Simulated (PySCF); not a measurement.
Si(CCH)2(F)(H) (C₄H₃FSi), SMILES C#C[SiH](C#C)F.

Geometry optimised at ωB97X-D3(BJ)/def2-SVP. The structure was generated by enumeration, and PubChem lists no compound with its InChIKey, so it may never have been made.

Two levels are set side by side: PBE/def2-TZVP (PySCF) and HF/def2-TZVP (PySCF). Same geometry, gas phase. Differences are taken from unrounded values.

```
quantity                       PBE
---------------------------  -----
orbital gap (eV)              5.11
highest occupied level (eV)  -7.29
lowest empty level (eV)      -2.18
dipole moment (D)             1.96
mean polarisability (bohr³)   66.0
```

Task: These are the PBE values. What does HF give? (An estimate is asked for; the answer gives what the named calculation found.)

Result: 
```
quantity                         HF  PBE minus HF
---------------------------  ------  ------------
orbital gap (eV)              13.40         -8.29
highest occupied level (eV)  -11.14          3.84
lowest empty level (eV)        2.26         -4.45
dipole moment (D)              2.26         -0.29
mean polarisability (bohr³)    60.2           5.8
```

PBE's occupied levels lie high since its potential decays too fast outside the molecule; exact exchange lowers them and widens the gap. Loosely held outer electrons make PBE densities more polarisable. Differences between two approximate levels are no errors against the true value.

Rough cost on one machine, each run with all the roots and properties that it gave: HF against PBE about 1/3.
